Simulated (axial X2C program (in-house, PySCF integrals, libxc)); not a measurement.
# What spin–orbit coupling does to TiSi⁺

Computed with an axial X2C code built on PySCF integrals. Spin-free means the one-electron spin-free X2C Hamiltonian; two-component (2c) means X2C with spin–orbit coupling and atomic mean-field two-electron Coulomb and Gaunt terms, so the difference of the two also holds small scalar two-electron terms. Basis: Ti dyall-cv3z [10s10p6d4f2g], Si dyall-v3z [8s7p2d1f] (cores contracted in-house); Gaussian nuclei, density fitting, unrestricted open shells. Masses: Ti 47.948 u, Si 27.977 u.

Spin-free state: M_S = 5/2, Λ = 2 (beyond evenly filled blocks: 2 × σα, π+α, π-α, δ+α); fragments Ti+ + Si.

| level | Re (Å) | ωe (cm⁻¹) | De (eV) | μ (D) |
| --- | --- | --- | --- | --- |
| PBE0 | 2.418 | 362.3 | 2.297 | -2.89 |
| HF | 2.511 | 330.0 | 0.706 | -5.74 |
| MP2 | 2.379 | 380.2 | 1.664 | n/a |
| CCSD | 2.406 | 378.3 | 1.670 | n/a |
| CCSD(T) | 2.401 | 380.8 | 1.821 | n/a |

Correlated methods: 15 electrons correlated (number of frozen shells: Ti 2 s, 1 p; Si 2 s, 1 p), 253 virtual spin orbitals or spinors in MP2, 90 natural virtuals in coupled cluster.

Dipoles are positive if Si is the positive end and refer to the centre of mass.

Two-component determinant lowest at the distance of the search:

Ω = 1/2 (⟨Sz⟩ = 2.50, ⟨Lz⟩ = -2.00 at HF); fragments Ti+ + Si.

```
  level  Re (Å)  ωe (cm⁻¹)  De (eV)  μ (D)
   PBE0   2.418      362.2      n/a  -2.89
     HF   2.512      330.0      n/a  -5.74
    MP2   2.379      380.0      n/a    n/a
   CCSD   2.406      377.6      n/a    n/a
CCSD(T)   2.402      380.5    1.820    n/a
```

(1) From the two tables, how do the constants change at the CCSD(T) level (2c against spin-free)?

One determinant describes the state; a PBE0 search over occupations chose it and may have missed a lower one. Dissociation energies refer to the lowest single-determinant-based atoms at the same level and basis. De is not given where an atomic determinant may have missed its ground term or J level, or where the truncated virtual space spoils (T). Density functionals use the spin component along the axis (collinear). Coupled cluster ran in a truncated set of natural virtual spinors; the MP2 energy of the rest was added. (T) has no such correction and the atoms are truncated less, which lowers De at CCSD(T) by a hundredth of an eV or more. The 2c atoms are single determinants rather than J levels; their spin–orbit lowering is only partly caught, and De is too large by that part. This holds for CCSD(T). PBE0 can misorder states that lie within some tenths of an eV, so this need not be the ground state of the molecule. The nearest other spin-free determinant of the search, M_S = 3/2, Λ = 2, lies 0.21 eV up at the distance of the search. The functionals have no current-density term, which raises determinants with orbital currents, atoms included. With several unpaired electrons one determinant need not be a pure state.

Answers

(1) At the CCSD(T) level Re is unchanged within 0.001 Å and ωe drops by 0.3 cm⁻¹; De is not compared, since the atomic limits differ or miss part of their spin–orbit lowering.
